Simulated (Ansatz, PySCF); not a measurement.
C3H4BrF, SMILES Br/C=C(\C)F. Atoms are numbered in the order given.

```xyz
9

C     -1.8900     0.2052     1.0050
C     -0.6469     0.9933     0.7977
F     -0.6836     2.1982     1.4024
C      0.4637     0.6868     0.1200
Br     0.7216    -0.9441    -0.7979
H     -2.0595     0.0496     2.0832
H     -1.8317    -0.7683     0.5044
H     -2.7569     0.7631     0.6140
H      1.2992     1.3845     0.0626
```
Charge 0, spin multiplicity 1.

Coordinates come from a B3LYP-D3(BJ)/def2-SVP optimisation.

Two levels are set side by side: PBE-D3(BJ)/def2-SVP (Ansatz, a quantum-chemistry and plane-wave program) and B3LYP-D3(BJ)/def2-SVP (Ansatz). Each level has its own optimised geometry; the coordinates shown are those of the second. Frequencies come from the Hessian of PySCF at each geometry. Differences are taken from unrounded values.

```csv
quantity,B3LYP-D3(BJ),PBE-D3(BJ),PBE-D3(BJ) minus B3LYP-D3(BJ)
mean bond length (Å),1.307,1.312,0.006
bond C1–C2 (Å),1.486,1.487,0.001
bond C2–F3 (Å),1.349,1.355,0.006
bond C2–C4 (Å),1.337,1.348,0.012
bond C4–Br5 (Å),1.889,1.886,-0.003
bond C1–H6 (Å),1.103,1.110,0.008
bond C1–H7 (Å),1.096,1.104,0.008
bond C1–H8 (Å),1.103,1.110,0.008
bond C4–H9 (Å),1.090,1.098,0.008
highest harmonic wavenumber (cm⁻¹),3232,3164,-69
mean harmonic wavenumber (cm⁻¹),1306,1270,-36
zero-point energy (kcal/mol),39.20,38.13,-1.07
```

GGA bonds tend to be longer and softer than those of functionals with exact exchange. Differences between two approximate levels are no errors against the true value.
